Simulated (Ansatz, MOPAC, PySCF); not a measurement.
Species: SnO2 (charge 0, singlet). SMILES: [O]=[Sn]=[O]
Geometry: optimised at B3LYP-D3(BJ)/def2-TZVP (Ansatz, an electronic-structure program).

Unscaled harmonic wavenumbers (cm⁻¹) in rising order, each level at the stationary point that it reaches from this structure (no distance between atoms moves by over 0.3 Å); the order of modes can differ between levels, and a negative number is imaginary. B3LYP-D3(BJ)/def2-TZVP (PySCF, at the structure above): 154, 154, 774, 886.

PM7 (MOPAC): 132, 132, 738, 795. Zero-point energy 2.6 against 2.8 kcal/mol; where all levels lie over 400 cm⁻¹, the wavenumbers are on average 0.925 times those of B3LYP-D3(BJ)/def2-TZVP.

B3LYP/6-31G* with LANL2DZ past Ar (Ansatz): 120, 120, 761, 854. Zero-point energy 2.7 against 2.8 kcal/mol; where all levels lie over 400 cm⁻¹, the wavenumbers are on average 0.973 times those of B3LYP-D3(BJ)/def2-TZVP.
